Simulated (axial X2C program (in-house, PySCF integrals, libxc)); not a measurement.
Ionising MnN

Calculated with an in-house all-electron X2C program for linear molecules (integrals from PySCF), spin-free (one-electron X2C) or two-component (2c: spin–orbit coupling with atomic mean-field Coulomb and Gaunt terms, which also bring small scalar terms), in Dyall basis sets with cores contracted in-house; open shells are unrestricted.

Basis sets: Mn dyall-cv3z, N dyall-av3z.

| Hamiltonian | level | MnN state | Re (Å) | ωe (cm⁻¹) | De (eV) |
| --- | --- | --- | --- | --- | --- |
| spin-free | PBE0 | M_S = 2, Λ = 1 | 1.633 | 680.4 | 2.01 |
| 2c | PBE0 | Ω = 1 | 1.632 | 681.4 | 2.03 |

Adiabatic ionisation energy (minimum to minimum, no zero-point term) and constants of MnN⁺:

| Hamiltonian | level | MnN⁺ state | IE (eV) | Re (Å) | ωe (cm⁻¹) | De (eV) | fragments |
| --- | --- | --- | --- | --- | --- | --- | --- |
| spin-free | PBE0 | M_S = 3/2, Λ = 0 | 7.47 | 1.772 | 513.2 | 1.63 | Mn+ + N |
| 2c | PBE0 | Ω = 3/2 | 7.49 | 1.772 | 513.1 | 1.63 | Mn+ + N |

Add the zero-point terms to the ionisation energy at PBE0, 2c, and say whether the electron removed was bonding.

IE0 = IE + (ωe⁺ − ωe)/2 = 7.49 + (-0.010) = 7.48 eV. Re changes by 0.140 Å, so the bond lengthens, as on loss of a bonding electron.

Close the cycle De(MnN⁺) + IE(MnN) = De(MnN) + IE(Mn) to find the atomic ionisation energy at PBE0, 2c.

IE(Mn) = 1.63 + 7.49 − 2.03 = 7.09 eV, for the determinants used.

Each entry is the lowest single determinant of a limited PBE0 search at one distance. De goes to single-determinant-based atoms at the same level (for ions the charge split of lowest energy) and is withheld (n/a) where an atom does not fit its ground term or J level. Main or longest-lived isotopes. One determinant is a doubtful description, or other states lie close, for MnN, MnN⁺; these need not be ground states, and all values refer to the states named. Some open-shell Ω = 0 determinants are out of reach, so the Ω given for MnN need not be the lowest component. With several unpaired electrons the Ω given is that of one determinant, not necessarily of the lowest component. The functionals have no current term, which raises determinants with orbital currents.
